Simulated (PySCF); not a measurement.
Structure problem from calculated spectra and properties.

Formula: CClF3O2S.

| Item | Value |
| --- | --- |
| Rotational structure | rotational constants A, B, C: 2.108, 1.335, 1.168 GHz [GFN2-xTB] |
| UV, first state | lowest singlet excitation: 5.82 eV (213 nm, f = 0.004) [TDDFT B3LYP/def2-SVPD] |
| XPS | S2p3/2 175.8, Cl2p3/2 207.5, C1s 299.6, O1s 539.4 (×2), F1s 695.5 (×3), S1s 2484.7, Cl1s 2830.0 eV [ΔSCF SCAN, pcX-2 on the ionised atom, pcseg-1 elsewhere, spin-free X2C, 2p3/2 from a spin–orbit splitting computed afterwards within the 2p shell] |
| UV, strongest line | among the 8 lowest singlet transitions: S6 at 7.83 eV (158 nm, f = 0.118) [TDDFT B3LYP/def2-SVPD] |
| Triplet | lowest triplet excitation (Tamm–Dancoff): 5.20 eV [TDA B3LYP/def2-SVPD] |
| 13C NMR | chemical shifts (computed TMS as zero) by class: 129.4 (1 C) ppm [GIAO PBE0/pcSseg-1] |

The electronic properties come from PySCF, for the isolated species, density fitting. Levels stand in brackets. Geometry: GFN2-xTB; no solvent, vibrations or thermal averaging. Each NMR value is the plain mean over a class of atoms that symmetry, rotation or inversion makes alike.

Problem. What is the compound? Reason from the data.

Solution. Numbering: `[O:1]=[S:2](=[O:3])([Cl:4])[C:5]([F:6])([F:7])[F:8]`. The one carbon: CF3 carbon [C5] (129.4 ppm). The core levels belong to: S2p3/2 175.8 eV, sulfonyl sulfur [S2]; Cl2p3/2 207.5 eV, chlorine bonded to S [Cl4]; C1s 299.6 eV, CF3 carbon [C5]; O1s 539.4 eV, sulfonyl oxygen [O1/O3]; F1s 695.5 eV, fluorine of a CF3 group [F6/F7/F8]; S1s 2484.7 eV, sulfonyl sulfur [S2]; Cl1s 2830.0 eV, chlorine bonded to S [Cl4]. One atom of each topological class was ionised and stands for its class. S1 is mainly HOMO→LUMO (weight 0.98); the largest Löwdin shares of the orbital it empties are 0.44 on the chlorine bonded to S and 0.27 on each of 2 atoms of one kind (sulfonyl oxygen), of the orbital it fills 0.45 on the chlorine bonded to S, 0.26 on the sulfonyl sulfur and 0.09 on each of 2 atoms of one kind (sulfonyl oxygen). The optimised geometry has point group Cs and is an asymmetric top. Structure: trifluoromethanesulfonyl chloride (`O=S(=O)(Cl)C(F)(F)F`). The assignments are read from this structure; whether some other isomer fits the data as well wasn't checked.

The values belong to the conformer `[O:1]=[S:2](=[O:3])([Cl:4])[C:5]([F:6])([F:7])[F:8]`: O1–S2–C5–F6 -66°.
